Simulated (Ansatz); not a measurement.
Species: sum formula H8Si3O4, net charge 0, singlet state. 
Coordinates optimised at B3LYP-D3(BJ)/def2-TZVP (Ansatz, a program for electronic structure):
```xyz
15

O     -0.7783    -1.9562     0.1657
Si    -0.0314    -0.6067    -0.3757
O      0.6370    -0.7764    -1.8578
O     -1.1750     0.5391    -0.4119
Si    -2.4847     1.1025     0.4054
O      1.1916    -0.2169     0.6115
Si     2.5760     0.6652     0.6892
H     -0.2366    -2.7183     0.3835
H      0.0507    -0.8790    -2.6110
H     -3.6821     0.3091     0.0511
H     -2.2547     1.0251     1.8658
H     -2.6913     2.5119     0.0092
H      3.6933    -0.0921     0.0833
H      2.8687     0.9200     2.1158
H      2.4087     1.9529    -0.0218
```
Charge 0, spin multiplicity 1.

Basis-set convergence of Hartree-Fock and MP2 correlation energies (hartree) with Ansatz. Cores are frozen in the correlated levels unless marked. No spin-orbit coupling. No relativistic terms.

```
basis        functions        E(HF)  E(corr, MP2)
-----------  ---------  -----------  ------------
cc-pV(D+d)Z        165  -1171.23468      -1.02572
cc-pV(T+d)Z        349  -1171.41550      -1.30841
cc-pV(Q+d)Z        652  -1171.45468      -1.41332
```

Extrapolating the two largest sets (X = 3 and 4) as X^-3: E(corr) = (64·(-1.41332) - 27·(-1.30841))/37 = -1.4899 Eh, an estimate of the basis-set limit. The largest set recovers 94.9 % of it, the smallest 68.8 %.
